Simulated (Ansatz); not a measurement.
Two members of one family (Series V(O)X3), computed with Ansatz in the gas phase. Names give formal oxidation states. A dash marks a value that wasn't run or was left out as unsound. The structures are stationary points that may keep the symmetry of their start. Remarks come from the PBE and PBE0 runs and from stability tests at other levels; not every state was tested. HOMO above LUMO (over both spins in singlets and doublets, within one spin in higher multiplets; at PBE or PBE0), or a gap under 0.15 eV within one spin, warns that the state may not be the lowest or that an electron is smeared out.

First: VOF3 (singlet, charge 0, PBE0-D4/def2-SVP geometry).

```xyz
5

V    -0.013    0.004   -0.004
O    -1.438    0.391   -0.413
F     0.955    1.399   -0.051
F     0.560   -1.159   -1.102
F    -0.064   -0.635    1.569
```

| level | HOMO (eV) | LUMO (eV) | gap (eV) | vertical IE (eV) | vertical triplet (eV) |
| --- | --- | --- | --- | --- | --- |
| PBE-D4/def2-SVP | -9.32 | -4.56 | 4.76 | – | – |
| PBE-D4/def2-TZVP | -9.57 | -4.76 | 4.81 | 13.32 | 4.84 |
| r2SCAN-D4/def2-TZVP | -10.03 | -4.85 | 5.18 | 13.51 | 4.54 |
| PBE0-D4/def2-TZVP | -11.46 | -3.94 | 7.52 | 13.78 | 4.07 |
| HSE06-D4/def2-TZVP | -11.04 | -4.33 | 6.72 | – | – |

Metal–donor distances: 1 × O 1.53 Å, 3 × F 1.70 Å.

Second: VO(OH)3 (singlet, charge 0, PBE0-D4/def2-SVP geometry).

```xyz
8

V     0.0018    0.0048   -0.0048
O     0.3375    1.0580   -1.0862
O    -0.6782   -1.4126   -0.7775
H    -0.7961   -1.4601   -1.7326
O    -1.1589    0.6859    1.1155
H    -1.4940    1.5842    1.0130
O     1.4686   -0.4280    0.8475
H     2.3194   -0.0322    0.6251
```

Problem. Estimate how these quantities change from the first to the second (second minus first).

Solution. 
```tsv
level	Δ HOMO (eV)	Δ LUMO (eV)	Δ gap (eV)	Δ vertical IE (eV)	Δ vertical triplet (eV)
PBE-D4/def2-SVP	2.26	1.85	-0.40	–	–
PBE-D4/def2-TZVP	2.10	1.74	-0.37	-2.56	-0.04
r2SCAN-D4/def2-TZVP	2.16	1.82	-0.35	-2.55	0.21
PBE0-D4/def2-TZVP	2.32	1.79	-0.53	-2.55	0.47
HSE06-D4/def2-TZVP	2.31	1.79	-0.52	–	–
```

Metal–donor distances: 4 × O 1.55 to 1.75 Å. Remarks: gap within one spin near zero at PBE or PBE0 (triplet).
